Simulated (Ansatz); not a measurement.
`[CH3][SbH][C](C)=O`, relaxed with RKS PBE0-D4/def2-TZVP in the Gaussian-basis code of Ansatz from a PBE-D4/def2-SVP geometry. The force threshold is 0.005 eV/Å; the program also tests the step.

Charge 0, multiplicity 1. Sb: def2 effective core potential.

Start:

```xyz
12

C     1.974    0.347   -1.224
Sb    1.015    0.937    0.650
C    -0.915   -0.124   -0.022
C    -2.012   -0.207    1.012
O    -1.017   -0.553   -1.149
H     1.206   -0.215   -1.795
H     2.279    1.253   -1.782
H     2.859   -0.286   -1.029
H     1.442   -0.523    1.493
H    -2.874   -0.789    0.629
H    -2.338    0.821    1.275
H    -1.620   -0.662    1.944
```

```csv
step,energy (eV),largest force (eV/Å),largest move (Å)
1,-11805.6374,1.303,0.000
2,-11805.6877,0.543,0.100
3,-11805.7045,0.442,0.090
4,-11805.7123,0.145,0.029
5,-11805.7127,0.092,0.034
6,-11805.7139,0.053,0.011
7,-11805.7143,0.016,0.010
8,-11805.7146,0.024,0.026
9,-11805.7148,0.031,0.047
10 (rejected),-11805.7145,0.048,0.029
11,-11805.7149,0.009,0.006
12,-11805.7149,0.010,0.004
13,-11805.7149,0.007,0.005
14,-11805.7149,0.004,0.003
15,-11805.7149,0.004,0.006
```

End:

```xyz
12

C     1.977    0.315   -1.212
Sb    0.964    0.940    0.577
C    -0.938   -0.066   -0.043
C    -1.988   -0.224    1.019
O    -1.095   -0.417   -1.177
H     1.281   -0.303   -1.782
H     2.254    1.192   -1.795
H     2.872   -0.251   -0.960
H     1.385   -0.442    1.496
H    -2.848   -0.775    0.634
H    -2.301    0.768    1.358
H    -1.563   -0.738    1.886
```

Run time 71 s (4 threads of an Arm Neoverse V1 on a shared host); peak host memory 0.6 GiB.
